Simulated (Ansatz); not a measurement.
Cartesian coordinates in Å:
```
F -2.087 0.353 -0.933
Si -0.684 1.103 -0.826
Cl -1.078 3.082 -0.490
C 0.291 0.381 0.560
Si 0.569 -1.477 0.459
H -0.013 0.991 -2.136
H -0.208 0.617 1.506
H 1.265 0.882 0.576
H -0.715 -2.198 0.642
H 1.136 -1.830 -0.870
H 1.524 -1.904 1.514
```

Charge 0, multiplicity 1.

Problem. List the ωB97M-V/def2-TZVPP orbital energies in eV (Ansatz). (An estimate is asked.)

Solution. Ansatz gave: Occupied: -2772.03, -1808.79, -1807.16, -677.68, -281.53, -262.45, -199.91, -199.80, -199.79, -149.66, -148.24, -103.83, -103.79, -103.73, -102.35, -102.35, -102.35, -36.26, -26.05, -23.03, -18.30, -17.61, -15.91, -15.65, -15.30, -14.62, -13.38, -12.85, -12.31, -12.07, -11.95, -11.76, -11.07. Lowest empty: 1.89, 2.05, 2.55, 2.87, 3.08, 3.55, 3.62, 3.83.
